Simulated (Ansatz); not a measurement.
CH6ClNSi, SMILES C[SiH](N)Cl.

Geometry: B3LYP-D3(BJ)/def2-SVP. The values are those of a single conformer.

Two levels are set side by side: PBE/def2-SVPD (Ansatz, a first-principles code) and CAM-B3LYP/def2-SVPD (Ansatz). Energy differences of separate SCF runs at the same geometry; the states with an electron removed or added have multiplicity 2 and 2. Differences are taken from unrounded values.

```csv
quantity,CAM-B3LYP
vertical ionisation energy (eV),10.31
vertical singlet–triplet gap (eV),6.67
```

Task: What does PBE give, and how far is it from CAM-B3LYP? (An estimate is asked for; the answer gives what the named calculation found.)

Result: 
| quantity | PBE | PBE minus CAM-B3LYP |
|---|---|---|
| vertical ionisation energy (eV) | 9.79 | -0.52 |
| vertical singlet–triplet gap (eV) | 6.25 | -0.43 |
